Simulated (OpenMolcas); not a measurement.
Multiconfigurational calculation on Mo5+

Mo5+ with 6 ligands (fluoride) in octahedral coordination (Oh) at 1.92 Å. A charge of +0.167 e stands 2.8 Å behind each ligand. Ligand basis ANO-RCC-VDZP. With inversion symmetry the input lists one of each pair of outer charges.

Input:

```
&GATEWAY
Coord
7

Mo 0.0 0.0 0.0
F 1.920000 0.000000 0.000000
F 0.000000 1.920000 0.000000
F -1.920000 0.000000 0.000000
F 0.000000 -1.920000 0.000000
F 0.000000 0.000000 1.920000
F 0.000000 0.000000 -1.920000
Basis=Mo.ANO-RCC-VTZP,F.ANO-RCC-VDZP
Group=XYZ
NoMove
AngMom=0.0 0.0 0.0
AMFI
RICD
XField
3 Angstrom 0
4.720000 0.000000 0.000000 0.166667
0.000000 4.720000 0.000000 0.166667
0.000000 0.000000 4.720000 0.166667
&SEWARD
* reference wave functions (RASSCF and RASSI steps not shown): 1 electron in 5 orbitals (4d)
>>> COPY JOB001 $Project.JobIph
&CASPT2
Multistate=5 1 2 3 4 5
NoMult
Frozen=11 9
IPEA=0.25
Imaginary=0.1
MaxIter=60
WThr=0.0 0.3 0.05
PrWF=0.5
NoMix
```

Launched by
```bash
OMP_NUM_THREADS=1 MOLCAS_MEM=2457 MOLCAS_PROJECT=a pymolcas a.inp > a.log  # once for each step of the input, in one work folder
```

Output, cut to the results:

```
--- CASPT2 ---
Orbital specifications:
      -----------------------

      Symmetry species                           1   2
                                                ag  au
      Frozen orbitals                           11   9
      Inactive orbitals                         13  15
      Active orbitals                            5   0
      Secondary orbitals                        49  50
      Deleted orbitals                           0   0
      Number of basis functions                 78  74
Type of calculation                        SS-CASPT2
      Fock operator                              state-specific
      IPEA shift                                 0.25
      Real shift                                 0.00
      Imaginary shift                            0.10
      The input orbitals will be transformed to quasi-canonical
Reference energy:       -4643.4700666355
      E2 (Non-variational):      -1.7494612957
      Shift correction:          -0.0015052571
      E2 (Variational):          -1.7509665529
      Total energy:           -4645.2210331884
      Residual norm:              0.0000007972
      Reference weight:           0.69013
      Contributions to the CASPT2 correlation energy
      Active & Virtual Only:          0.0000000011
      One Inactive Excited:          -0.0783359506
      Two Inactive Excited:          -1.6711253462
Reference energy:       -4643.4700666354
      E2 (Non-variational):      -1.7505794234
      Shift correction:          -0.0015137259
      E2 (Variational):          -1.7520931492
      Total energy:           -4645.2221597846
      Residual norm:              0.0000008130
      Reference weight:           0.68969
      Contributions to the CASPT2 correlation energy
      Active & Virtual Only:          0.0000000010
      One Inactive Excited:          -0.0793834541
      Two Inactive Excited:          -1.6711959702
::    CASPT2 Root  1     Total energy:  -4645.22103319
::    CASPT2 Root  2     Total energy:  -4645.22215978
::    CASPT2 Root  3     Total energy:  -4645.22215988
::    CASPT2 Root  4     Total energy:  -4645.06009220
::    CASPT2 Root  5     Total energy:  -4645.06011844
```

Spin-orbit levels above the lowest (labels of O, the rotations of Oh), with the averaged single-state CASPT2 energies on the diagonal:

```csv
E (cm-1),Degeneracy,Label,2S+1,g
0,4,Γ8,2,
1250,2,,2,1.88 1.88 1.88
35950,4,Γ8,2,
```

Roots that are degenerate in the reference are averaged as groups; the widest CASPT2 spread within a group is 250 cm-1 (the 3-fold group of multiplicity 2 near 0 cm-1 above the lowest state of its run). Shifts and gaps below about the spread of the groups concerned are not significant. Over all roots computed the reference weight is 0.69; a low but even weight reflects the number of correlated electrons. An orbital triplet at a regular site is open to Jahn-Teller coupling, which can distort the site and quench the lowest spin-orbit gaps and is left out. The least metal-like active orbital is 74 % on the metal (Löwdin) and no ligand orbital is active, so the numbers are rough. Ligand-to-metal charge-transfer states are missing. With one d shell and no ligand orbital active, 10Dq can be off by a tenth or more. No measured value stands beside these numbers; the geometry was imposed, not optimised, and the real ion may take another.

The CASPT2 steps took 20 s on 1 thread of Intel(R) Xeon(R) Platinum 8375C CPU @ 2.90GHz (Ice Lake), with other jobs on the host; the integral step is not counted.
